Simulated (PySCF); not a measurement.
Run record: geometry optimisation, Fe2I4.

Method: PBE0-D3(BJ)/def2-SVP geometry optimisation, gas phase, def2 core potentials past Kr (PySCF 2.14.0). Start geometry: GFN2-xTB. A driver script takes a list of jobs; this job's settings line and coordinates (Å) are shown.

Command:
```bash
OMP_NUM_THREADS=1 python probes_run.py task.json out
```

Input:
```
{"job": {"xc": "PBE0", "basis": "def2-SVP", "d3": "d3bj", "grid": 1, "maxiter": 40, "kind": "geom"}, "charge": 0, "multiplicity": 9}
Fe    -1.317290    -0.730590    -0.509380
I     -2.658400    -2.689130     0.043420
I      0.947880    -0.762670    -1.723560
Fe     1.148680     1.089720     0.045140
I      3.151020     1.619510     1.330450
I     -1.271890     1.473160     0.813930
```

Output:
```
step   0  E = -3717.78129085  max force = 0.017526
step   1  E = -3717.78760003  max force = 0.005456
step   2  E = -3717.78826152  max force = 0.002465
step   3  E = -3717.78878997  max force = 0.002090
step   4  E = -3717.78897045  max force = 0.001595
step   5  E = -3717.78904165  max force = 0.000725
step   6  E = -3717.78906617  max force = 0.000532
step   7  E = -3717.78909686  max force = 0.001224
step   8  E = -3717.78900704  max force = 0.002967
step   9  E = -3717.78906478  max force = 0.002395
step  10  E = -3717.78915720  max force = 0.000734
step  11  E = -3717.78923004  max force = 0.001168
step  12  E = -3717.78946788  max force = 0.001634
step  13  E = -3717.78986093  max force = 0.002317
step  14  E = -3717.78984221  max force = 0.002768
step  15  E = -3717.79002064  max force = 0.001386
step  16  E = -3717.79006405  max force = 0.000640
step  17  E = -3717.79007135  max force = 0.001001
step  18  E = -3717.79009202  max force = 0.000742
step  19  E = -3717.79011410  max force = 0.000671
step  20  E = -3717.79012544  max force = 0.000868
step  21  E = -3717.79013502  max force = 0.000585
step  22  E = -3717.79014578  max force = 0.000264
optimisation converged
```

Energies in Eh; «max force» is the largest Cartesian gradient component in Eh/bohr.

Task: Give the first gradient maximum in eV/Å.

Result: With 1 Eh/bohr = 51.422 eV/Å, 0.901 eV/Å.

Summary of the converged run: final energy -3717.79015 Eh after 22 steps; dipole 0.02 D.

Task: Where do the atoms end?

Result: 0.720 Å rms from the input after alignment:
```
atom  x, y, z in Å
Fe1   -1.2607   -1.0619   -0.4030
I2    -3.1375   -2.5720   -0.9993
I3     1.3184   -1.1413   -1.1174
Fe4    1.2619    1.0628    0.3970
I5     3.1328    2.5774    1.0002
I6    -1.3149    1.1350    1.1225
```

Task: How long does this job take on one thread of an Intel Xeon 6975P-C, shared host with 192 logical CPUs at a one-minute load of 47? And the peak memory of the process?

Result: About 19 min, with 1.2 GiB resident at the peak, the Python interpreter and its libraries included.
Labels such as C1 count atoms from 1, the log's own numbers from 0.

Caution for open-shell metal species: one SCF solution and one stationary point were followed, and a lower state or a bent or distorted shape isn't ruled out.
